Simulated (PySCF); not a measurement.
# Trend along the fifth-period p block: MCl anions

MP2 with triple-zeta basis sets in PySCF, for the lowest determinant that a PBE0 search found; no spin–orbit coupling. De refers to high-spin ground-configuration atoms (the charge goes to the atom of lower measured ionisation energy or higher electron affinity, which is not always the lowest computed limit).

| M | basis | reference, frozen orbitals | charged atom | state (unpaired electrons) | Re (Å) | ωe (cm⁻¹) | De (eV) |
| --- | --- | --- | --- | --- | --- | --- | --- |
| In | def2-TZVPPD | UHF, 9 | Cl− | doublet (π ↑) | 2.579 | 218 | 1.34 |
| Sn | def2-TZVPPD | UHF, 9 | Cl− | triplet (π ↑↑) | 2.535 | 247 | 1.75 |
| Sb | def2-TZVPPD | UHF, 9 | Cl− | doublet (π ↑) | 2.469 | 291 | 0.51 |

The shortest bond is that of SbCl⁻ (2.469 Å), the longest that of InCl⁻ (2.579 Å). SnCl⁻ is bound most strongly (1.75 eV) and SbCl⁻ least (0.51 eV).

The state changes along the series, so neighbouring rows are not always alike in their bonding.

Correlated steps freeze 9 core orbitals. Spin–orbit coupling is left out, which matters for elements this heavy, above all for dissociation energies. For an ion De counts to the pair picked by the measured ionisation energies or electron affinities, which need not be the lowest pair at this level. States were picked by a PBE0 search and need not be the measured ground states.
